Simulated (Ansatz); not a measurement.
Start from `CCBB[SiH3]` and change one atom or group to get `CCBO[SiH3]`.

Ansatz, PBE0-D4/def2-TZVP geometries, multiplicity 1. Each molecule was computed in one conformer, which needn't be the lowest.

```json
{"property": "HOMO energy (ωB97M-V/def2-TZVPP) / eV", "`CCBB[SiH3]`": "-9.84"}
{"property": "HOMO–LUMO gap (ωB97M-V/def2-TZVPP) / eV", "`CCBB[SiH3]`": "9.71"}
{"property": "LUMO energy (ωB97M-V/def2-TZVPP) / eV", "`CCBB[SiH3]`": "-0.13"}
{"property": "LUMO energy (PBE0/def2-TZVPP) / eV", "`CCBB[SiH3]`": "-2.07"}
{"property": "HOMO–LUMO gap (PBE0/def2-TZVPP) / eV", "`CCBB[SiH3]`": "5.59"}
{"property": "LUMO energy (PBE/def2-TZVPP) / eV", "`CCBB[SiH3]`": "-3.01"}
```

(1) Give the same properties after the change, and the shifts. (Best estimate.)

## Answers

(1) Computed: 
| property | `CCBO[SiH3]` | shift |
| --- | --- | --- |
| HOMO energy (ωB97M-V/def2-TZVPP) / eV | -10.41 | -0.57 |
| HOMO–LUMO gap (ωB97M-V/def2-TZVPP) / eV | 12.09 | 2.38 |
| LUMO energy (ωB97M-V/def2-TZVPP) / eV | 1.68 | 1.81 |
| LUMO energy (PBE0/def2-TZVPP) / eV | -0.17 | 1.90 |
| HOMO–LUMO gap (PBE0/def2-TZVPP) / eV | 7.90 | 2.31 |
| LUMO energy (PBE/def2-TZVPP) / eV | -1.19 | 1.82 |

With PBE0 the HOMO falls by 0.41 eV and the LUMO rises by 1.90 eV, so the gap widens by about 2.31 eV. PBE moves the HOMO by -0.23 eV and ωB97M-V by -0.57 eV.
